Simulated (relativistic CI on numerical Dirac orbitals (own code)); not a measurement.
From line strength to rate: O I 1304.86 Å (vacuum)

Problem. For 2s2 2p4 3P_1 – 2s2 2p3 3s 3S°_1 of O I a semi-empirical relativistic CI calculation gives the line strength S = 0.689 e²a₀² in the length gauge. The measured levels are 158.26 and 76794.98 cm⁻¹ (NIST Handbook). Find gf, f, A and the partial lifetime.

Working.
1. σ = 76794.98 − 158.26 = 76636.72 cm⁻¹, so the vacuum wavelength is 10⁸/σ = 1304.86 Å.
2. gf = 303.756 S/λ(Å) = 0.1604, log gf = -0.795; with g = 3 for the lower level, f = 0.0535.
3. A = 2.02613 × 10¹⁸ S/(g_u λ³) with g_u = 3: A = 2.09 × 10^8 s⁻¹.
4. The partial lifetime for this S is 1/A = 4.77 ns; in the calculation this line carries 33 % of the decay of the upper level.

Check. The Handbook lists A = 1.87 × 10^8 s⁻¹, a tabulated value with its own uncertainty (a few per cent for the best lines, 25 % or more for others); ours lies 12 % above it. The velocity form of the same calculation gives S = 0.558, and the gap between the two forms is a rough gauge of the error in S. With the computed energy (76384 cm⁻¹) in place of the measured one the rate would change by the factor (σ_calc/σ)³ = 0.99.
